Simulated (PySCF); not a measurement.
**NbO₂: bend–stretch map**

All numbers come from PySCF, UPBE0, basis Nb def2-TZVP with ECP28, O def2-TZVP (scalar-relativistic core potentials, no spin–orbit coupling, density fitting).

Rigid scan from the doublet minimum (Nb–O 1.700 Å (×2); O–Nb–O 104.9°). Coordinate: rows scale both bonds, columns set the O–Nb–O angle. Energies in kJ/mol from the minimum.

Rows run from the largest first scale (top) to the smallest, columns from the smallest angle to the largest. Lower edges of the bins (kJ/mol): '0' 0.0, '1' 2.9, '2' 7.5, '3' 14.9, '4' 26.5, '5' 44.8, '6' 74.0, '7' 120.2, '8' 193.4, '9' 309.4; top 493.
```
7677888
6556788
5246788
4046788
5357899
6568999
```

(1) Give the energies on the grid of the scan.

Answers

(1) 
```json
{"scale \\ angle": "0.94", "90": "98", "105": "66", "120": "113", "135": "217", "150": "338", "165": "444", "180": "493"}
{"scale \\ angle": "0.97", "90": "49", "105": "15", "120": "52", "135": "138", "150": "236", "165": "322", "180": "362"}
{"scale \\ angle": "1.00", "90": "36", "105": "0", "120": "29", "135": "99", "150": "179", "165": "249", "180": "281"}
{"scale \\ angle": "1.03", "90": "50", "105": "13", "120": "34", "135": "91", "150": "156", "165": "215", "180": "241"}
{"scale \\ angle": "1.06", "90": "84", "105": "47", "120": "61", "135": "107", "150": "161", "165": "210", "180": "232"}
{"scale \\ angle": "1.10", "90": "153", "105": "116", "120": "124", "135": "158", "150": "200", "165": "240", "180": "258"}
```

The bond scale of lowest energy on the grid is 1.00 at 90°, 1.00 at 105°, 1.00 at 120°, 1.03 at 135°, 1.03 at 150°, 1.06 at 165°, 1.06 at 180°.

Open d and f shells are described by one determinant, and the ground state may have another occupation or spin.
